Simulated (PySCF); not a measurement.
Br4Ta, neutral, multiplicity 2. Atoms are numbered in the order given.

```xyz
5

Ta     0.0000     0.0000     0.0000
Br     1.5159    -1.5159     1.1676
Br    -1.5159     1.5159     1.1676
Br     1.5159     1.5159    -1.1676
Br    -1.5159    -1.5159    -1.1676
```
Charge 0, spin multiplicity 2.

Geometry optimised at r2SCAN-D4/def2-SVP. The multiplicity is an assumed one; other spin states were not compared. The def2 effective core potentials stand for the cores of Ta; spin–orbit coupling is left out.

All values below come from PBE/def2-TZVP (PySCF).

ESP charges are fitted to the potential on shells at 1.4 to 2.0 van der Waals radii. Atomic charges (e):

```csv
atom,Mulliken,ESP fit,Mulliken spin
Ta1,0.88,…,0.96
Br2,-0.22,…,0.01
Br3,-0.22,…,0.01
Br4,-0.22,…,0.01
Br5,-0.22,…,0.01
```

Question: Fill in the missing entries. (An estimate is asked for; the answer gives what the named calculation found.)

Answer: 
- Ta1, ESP fit: 0.14
- Br2, ESP fit: -0.03
- Br3, ESP fit: -0.03
- Br4, ESP fit: -0.03
- Br5, ESP fit: -0.03
